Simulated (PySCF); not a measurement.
Cl3H3OSi2, SMILES Cl[SiH2]O[SiH](Cl)Cl. Coordinates come from a PBE-D3(BJ)/def2-SVP optimisation. This is a generated structure with no PubChem entry under its InChIKey; it may be hypothetical. One conformer was computed; it need not be the lowest.

Computed equilibrium geometry at PBE-D3(BJ)/def2-SVP (PySCF confirms it by a frequency run) as a Z-matrix (one conformer of several):
```
O
Si 1 1.6565
Si 1 1.6778 2 138.91
H 2 1.4849 1 109.34 3 -151.30
H 3 1.4923 1 106.92 2 -155.07
H 3 1.4961 5 113.02 1 -121.35
Cl 2 2.0648 4 109.76 1 119.78
Cl 2 2.0679 4 110.33 1 -120.50
Cl 3 2.0707 5 108.73 6 -120.54
```
